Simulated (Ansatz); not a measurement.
Consider the ligand exchange at the In–O bond: `C[O][InH2]` + NH₃ → `[NH2][InH2]` + CH₃OH.

Calculated with Ansatz (gas phase, PBE0-D4/def2-TZVP geometries, no zero-point term in ΔE). CCSD(T)/CBS adds triple-zeta CCSD(T) − MP2 to the extrapolated MP2 energy (def2 sets, frozen cores). This one scheme is used for every species. Functionals use def2-TZVPP. Elements past krypton have def2 core potentials. For In outer-core shells are correlated without core-valence functions, which leaves a few kJ/mol of doubt a bond.

```csv
level,ΔE (kJ/mol)
PBE,18.4
revPBE,19.1
PBE0,13.9
CAM-B3LYP,15.2
CCSD/def2-SVP,18.5
HF/def2-TZVPP,12.7
SCS-MP2/def2-QZVPP,16.7
MP2/CBS(def2),16.6
```

(1) What does CCSD(T)/CBS give? (An estimate is asked.)

Largest T1 diagnostic among the species: 0.017.

Results:

(1) Computed: +17.3 kJ/mol. The listed levels differ from it by 1.1, 1.8, -3.4, -2.1, 1.2, -4.6, -0.6, -0.7 kJ/mol.

From r2SCAN to r2SCAN0 (25 % exact exchange), in def2-TZVPP and without D4, ΔE moves by −4.7 kJ/mol. Leaving LDA and LC-ωPBE aside and taking each functional with its dispersion term where it has one, the values, not all of them listed here, spread over 11.2 kJ/mol, from PBE-QIDH to B97M-V. LDA lies −4.8 kJ/mol from PBE without D4.
